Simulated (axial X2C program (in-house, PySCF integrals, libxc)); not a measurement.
# Potential curves of CaB²⁺, without spin–orbit coupling

Computed with an in-house relativistic program for diatomic molecules. Spin-free means the one-electron spin-free X2C Hamiltonian. Basis: Ca dyall-v3z [11s12p4d3f], B dyall-v3z [7s6p2d1f] (cores contracted in-house); Gaussian nuclei, density fitting, unrestricted open shells. Masses: Ca 39.963 u, B 11.009 u.

State: M_S = 1/2, Λ = 0 (beyond evenly filled blocks: σα). Energies in cm⁻¹ from the fragments at the same level (Ca+ + B+). Fits are polynomials in 1 − R0/R over 0.85 to 1.23 times the lowest point R0.

```
 R (Å)     HF
2.6013  15840
2.7209  14737
2.8106  14288
2.9003  14077
2.9900  14045
3.0947  14172
3.1993  14423
3.3339  14867
3.4983  15512
3.7375  16534
```

The state is a single determinant with fixed occupations, the lowest that a limited PBE0 search found. Dissociation energies refer to the lowest single-determinant-based atoms at the same level and basis.

Problem. Fit the HF curve near its minimum: give the equilibrium distance, the harmonic wavenumber and the well depth.

Solution. At HF, spin-free: Re = 2.964 Å, ωe ≈ 264 cm⁻¹, De = -1.74 eV to Ca+ + B+; Be follows as 0.222 cm⁻¹.
